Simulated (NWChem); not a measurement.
Molecule: TaNH₂F₄; SMILES [F][Ta]([NH2])([F])([F])[F]

```xyz
8

Ta     0.0000     0.0000    -0.0416
F      0.0000     1.8824     0.0724
F      0.0000    -1.8824     0.0724
F     -1.6543     0.0000    -0.9196
F      1.6543     0.0000    -0.9196
N      0.0000     0.0000     1.9069
H      0.0000     0.8464     2.4697
H      0.0000    -0.8464     2.4697
```
Atoms are numbered in this order, from 1.

Results from NWChem. The geometry was optimised at PBE0/def2-SVP. No frequency run checked for a minimum. def2 effective core potentials on Ta; no spin-orbit coupling. Level PBE/def2-SVP: energy and gradient; each run changes one setting, and changes count from the defaults (medium grid, exact Coulomb integrals, symmetry on).

Problem. Which setting moves the energy most, and by about how much (Becke weights; coarse grid; defaults; symmetry off)?

Solution. coarse grid, by about 300 μHa.
```tsv
setting	size of the energy change (μHa)	largest change of a gradient component (μHa/bohr)
defaults	< 10	< 30
Becke weights	60	600
coarse grid	300	400
symmetry off	< 10	other frame
```
